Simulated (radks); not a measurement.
Problem. These are the eigenvalues of the occupied orbitals of an atom or ion with whole-number occupations (hartree). Method: scalar-relativistic Kohn-Sham, r2SCAN, spin-polarised, spherical densities, finite nucleus; meta-GGA in the generalised Kohn-Sham scheme; Fermi nuclear charge, rms radius of each element as measured or else 0.836 A^(1/3) + 0.57 fm; computed with a radial shooting solver on a logarithmic mesh with Libxc functionals.

1s up: -186.1639
1s down: -186.1098
2s up: -26.22074
2s down: -26.19230
2p up: -22.77098
2p down: -22.71308
3s up: -7.66447
3s down: -7.40069
3p up: -6.66837

Which element is it, and in what charge state? The configuration may be excited. Open shells, if any, are filled with parallel spins first.

Solution. Z = 22, titanium, charge +8: Ti8+ in [Ne] 3s2 3p2. The list shows which subshells hold electrons but not how many an open one holds; the 1s level, -186.16 hartree, gives Z - s = 19.3 by -(Z - s)^2/2, which with screening and relativity narrows Z to a few neighbours, and the depths of the outer levels then fix element, charge and occupations together.
